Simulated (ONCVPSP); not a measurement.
## Ranking ONCV potentials for rubidium (Rb)

All share these settings but for the change named:

- Element: Rb (Z = 37)
- Generator: ONCVPSP 4.0.1
- Type: optimised norm-conserving Vanderbilt (ONCV)
- Functional: LDA (Perdew-Zunger)
- Relativity: scalar-relativistic
- Frozen core: [Ar] 3d10
- Valence charge: 9
- Reference configuration: 4s2 4p6 5p1
- Partial waves: 4s: rc 2.35 bohr, ncon 3, nbas 7, qcut 4.7 1/bohr, 1 projector; 4p+5p: rc 2.50 bohr, ncon 4, nbas 9, qcut 6 1/bohr, 2 projectors; d scattering state at 0.37 Ha: rc 2.25 bohr, ncon 3, nbas 7, qcut 3.9 1/bohr, 2 projectors, debl 0.9 Ha
- Local potential: polynomial inside 1.90 bohr (lpopt 5, dvloc0 6 Ha)
- Core correction: Teter function, fcfact 2.75, rcfact 1.25

Cutoff: the first of the cutoffs (Ha) at which the residual kinetic energy of the hardest occupied pseudo-wave falls to 1 and 0.1 mHa per electron; the density cutoff is not measured.

The base gives 7 Ha.

Of 10 variants that were run, those that failed, showed a ghost or another fault, or gave nearly equal values are left out.

A variant can come out equal or close to the base.

Rank these variants from softest to hardest (loose cutoff).
A. s: rc 2.58
B. s: rc 1.62; local potential polynomial inside 1.62 bohr (lpopt 5, dvloc0 6 Ha)
C. s: rc 1.8; local potential polynomial inside 1.80 bohr (lpopt 5, dvloc0 6 Ha)
D. s: rc 2.04

A (7 Ha), D (8 Ha), C (10 Ha), B (13 Ha).
